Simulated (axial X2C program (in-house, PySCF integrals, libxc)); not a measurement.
**Worked dissociation energy of NaAu⁺: CCSD, 2c**

All values were computed with an in-house all-electron X2C program for linear molecules (integrals from PySCF). Two-component (2c) means X2C with spin–orbit coupling and atomic mean-field two-electron Coulomb and Gaunt terms. Basis: Au dyall-cv3z [13s14p9d6f4g], Na dyall-cv3z [9s8p5d2f] (cores contracted in-house); Gaussian nuclei, density fitting, unrestricted open shells. Masses: Au 196.967 u, Na 22.990 u.

Molecular state: Ω = 1/2 (⟨Sz⟩ = 0.50, ⟨Lz⟩ = 0.00 at HF).

Correlated methods: 11 electrons correlated (number of frozen shells: Au 5 s, 4 p, 2 d, 1 f; Na 2 s, 1 p), 311 virtual spin orbitals or spinors in MP2, 90 natural virtuals in coupled cluster.

```
E(Au) (2M_J = 1)  : -19011.769979 hartree
E(Na+) (2M_J = 0) : -161.870902 hartree
E(NaAu⁺) at Re    : -19173.653601 hartree
ωe                : 113.4 cm⁻¹
ωexe              : 1.19 cm⁻¹
```

Task: Work out De and D0.

Result: De = -19011.769979 + (-161.870902) − (-19173.653601) = 0.01272 hartree = 0.346 eV. The zero-point energy is ωe/2 − ωexe/4 = 56 cm⁻¹ = 0.007 eV, so D0 = 0.339 eV.

One determinant describes the state; a PBE0 search over occupations chose it and may have missed a lower one. Dissociation energies refer to the lowest single-determinant-based atoms at the same level and basis. CCSD ran in a truncated set of natural virtual spinors with an MP2 remainder; without triples it tends to underbind. With the outer-core shells frozen, correlated bond lengths of heavy atoms tend to come out a few hundredths of an ångström too long.

Each atomic determinant is the lowest at this level and need not be a pure J level. Totals compare only within one Hamiltonian and basis.
